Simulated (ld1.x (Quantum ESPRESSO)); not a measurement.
## How hard is this As TM potential?

* Element: As
* Generator: ld1.x (Quantum ESPRESSO) 7.5
* Type: norm-conserving Troullier–Martins (Kleinman–Bylander form)
* Functional: PBE
* Relativity: scalar-relativistic
* Frozen core: [Ar] 3d10
* Valence charge: 5
* Reference configuration: 4s2 4p3
* Partial waves: 4p (bound): rc 2.48 bohr; 4s (bound): rc 1.42 bohr
* Local potential: the s channel
* Core correction: none

The pseudo-atom Hamiltonian at the reference potential is diagonalised in spherical Bessel functions j_l(qr) that vanish at 20 bohr, with q² up to the cutoff. All-electron valence levels (Ry): 4p -0.3818, 4s -1.0653.

Problem. How do the lowest levels (Ry) of each channel move with the cutoff, and are there ghosts?

Solution.

| cutoff (Ry) | p #1 | p #2 | p #3 | s #1 | d #1 | f #1 | Σ f·Δε (mRy) |
| --- | --- | --- | --- | --- | --- | --- | --- |
| 8 | -0.3914 | 0.0239 | 0.1147 | -0.9812 | 0.0600 | 0.1127 | 196.8 |
| 15 | -22.8817 | -0.3813 | 0.0259 | -1.0520 | 0.0600 | 0.1127 | 28.2 |
| 25 | -63.6465 | -0.3818 | 0.0258 | -1.0566 | 0.0600 | 0.1127 | 17.4 |
| 45 | -71.9268 | -0.3818 | 0.0258 | -1.0645 | 0.0600 | 0.1127 | 1.7 |
| 60 | -76.4422 | -0.3818 | 0.0258 | -1.0648 | 0.0600 | 0.1127 | 1.1 |
| 90 | -77.4433 | -0.3818 | 0.0258 | -1.0652 | 0.0600 | 0.1127 | 0.1 |
| 400 | -78.0088 | -0.3818 | 0.0258 | -1.0653 | 0.0600 | 0.1127 | 0.0 |

Result: ghost state, extra bound levels that the all-electron valence spectrum of the same l lacks: p at -1061.4 eV (a true bound ghost makes a file unfit for plane-wave use); 10 mRy is reached at 35 Ry and 1 mRy at 70 Ry.
